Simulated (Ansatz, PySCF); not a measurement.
C3H3BO2, SMILES C#CB(O)C=O. Atoms are numbered in the order given.

```xyz
9

C      2.4779    -0.5202     0.3386
C      1.3488    -0.2364    -0.0172
B     -0.0719     0.1184    -0.4606
O     -0.3307     0.8878    -1.5373
C     -1.3642    -0.4087     0.3365
O     -1.3049    -1.1060     1.3214
H      3.4707    -0.7780     0.6632
H      0.4628     1.1891    -1.9949
H     -2.3665    -0.0929    -0.0710
```
Charge 0, spin multiplicity 1.

Geometry: PBE0-D3(BJ)/def2-SVP. The structure was generated by enumeration, and PubChem lists no compound with its InChIKey, so it may never have been made. Other conformers were not sampled.

Two levels are set side by side: PBE-D3(BJ)/def2-SVP (Ansatz, a first-principles code) and PBE0-D3(BJ)/def2-SVP (Ansatz). Each level has its own optimised geometry; the coordinates shown are those of the second. Frequencies come from the Hessian of PySCF at each geometry. Differences are taken from unrounded values.

| quantity | PBE0-D3(BJ) | PBE-D3(BJ) | PBE-D3(BJ) minus PBE0-D3(BJ) |
|---|---|---|---|
| mean bond length (Å) | 1.260 | 1.270 | 0.010 |
| bond C1–C2 (Å) | 1.217 | 1.230 | 0.012 |
| bond C2–B3 (Å) | 1.530 | 1.530 | 0.000 |
| bond B3–O4 (Å) | 1.348 | 1.363 | 0.014 |
| bond B3–C5 (Å) | 1.607 | 1.613 | 0.006 |
| bond C5–O6 (Å) | 1.208 | 1.222 | 0.013 |
| bond C1–H7 (Å) | 1.076 | 1.083 | 0.007 |
| bond O4–H8 (Å) | 0.964 | 0.976 | 0.012 |
| bond C5–H9 (Å) | 1.127 | 1.141 | 0.014 |
| highest harmonic wavenumber (cm⁻¹) | 3885 | 3706 | -179 |
| mean harmonic wavenumber (cm⁻¹) | 1201 | 1153 | -49 |
| zero-point energy (kcal/mol) | 36.07 | 34.61 | -1.46 |

GGA bonds tend to be longer and softer than those of functionals with exact exchange. Differences between two approximate levels are no errors against the true value.
